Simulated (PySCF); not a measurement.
Ge(OH)3(OMe) (CH6GeO4), SMILES [OH][Ge]([OH])([O]C)[OH].

Geometry optimised at B3LYP-D3(BJ)/def2-SVP. The values are those of a single conformer.

Computed with B3LYP-D3(BJ)/def2-SVP (PySCF).

Frequencies are harmonic and unscaled.

```tsv
mode	ν (cm⁻¹)	IR (km/mol)	moving atoms (share of kinetic energy)
1	59	2.1	O 42 %, C 29 %, H 25 %
2	94	2.1	H 95 %
3	131	45.7	O 44 %, H 34 %, C 18 %
4	171	50.3	H 48 %, O 34 %, C 12 %
5	189	6.7	H 54 %, O 44 %
6	217	15.4	H 56 %, O 34 %
7	227	3.9	O 61 %, H 38 %
8	265	50.1	O 55 %, H 28 %, Ge 16 %
9	270	44.3	O 54 %, H 28 %, Ge 18 %
10	316	183.4	O 47 %, H 46 %
11	332	22.8	O 44 %, H 20 %, C 19 %, Ge 16 %
12	643	27.0	O 74 %, C 11 %, Ge 9 %
13	712	84.2	O 81 %, Ge 15 %
14	742	117.6	O 76 %, Ge 22 %
15	754	131.1	O 75 %, Ge 24 %
16	891	42.2	H 92 %
17	911	112.3	H 88 %, O 10 %
18	919	185.8	H 87 %, O 9 %
19	1114	209.9	O 52 %, C 41 %
20	1174	0.4	H 77 %, C 18 %
21	1197	10.3	H 71 %, C 19 %, O 10 %
22	1467	4.1	H 92 %
23	1471	5.5	H 93 %
24	1483	8.6	H 96 %
25	2998	66.1	H 97 %
26	3074	33.5	H 90 %, C 10 %
27	3107	27.7	H 90 %, C 10 %
28	3834	102.1	H 94 %
29	3837	89.7	H 94 %
30	3840	59.5	H 94 %
```
